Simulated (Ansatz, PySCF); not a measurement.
Breaking a bond: SMILES [F][Ti]([F])[F], doublet. The Ti1–F4 bond (Ti1 also carries F, F; F4 carries nothing else) is stretched with both fragments frozen at the PBE0/def2-TZVP optimised geometry.

- UKS-PBE = unrestricted PBE/def2-TZVP in Ansatz (a program for electronic structure)
- UKS-PBE0 = unrestricted PBE0/def2-TZVP (Ansatz)
- UKS-BP86/6-31G* = unrestricted BP86/6-31G*, spherical d (PySCF)

Energies are in kcal/mol, each relative to the lowest point of its own curve near equilibrium.

```
R / Å  UKS-PBE  UKS-PBE0  UKS-BP86/6-31G*
-----  -------  --------  ---------------
1.47      50.6      49.1             48.4
1.54      26.4      25.2             24.2
1.65       6.2       5.5              [?]
1.73       0.8       [?]              [?]
1.77       0.0       0.0              0.0
1.82       0.4       0.7              1.1
1.89       3.0       3.7              [?]
1.98       [?]       [?]             11.0
2.12      19.7      21.9             23.7
2.35      40.0      43.6             46.4
2.59      59.8      64.9             68.5
2.92      82.5      89.8             93.7
3.27     100.2     108.9            113.0
3.73     115.3     123.6            132.4
4.31     125.6     132.5            142.4
5.16     132.1     137.9            148.2
```

Some entries are withheld; supply them.


- 1.65, UKS-BP86/6-31G*: 4.8
- 1.73, UKS-PBE0: 0.5
- 1.73, UKS-BP86/6-31G*: 0.2
- 1.89, UKS-BP86/6-31G*: 4.5
- 1.98, UKS-PBE: 8.4
- 1.98, UKS-PBE0: 9.8

The unrestricted determinant behind UKS-PBE, UKS-BP86/6-31G* is spin-contaminated at 3.27 to 5.16 Å (<S²> up to 1.4, against 0.75 for a pure doublet). The unrestricted determinant behind UKS-PBE0 is spin-contaminated at 3.27 to 5.16 Å (<S²> up to 1.5, against 0.75 for a pure doublet).
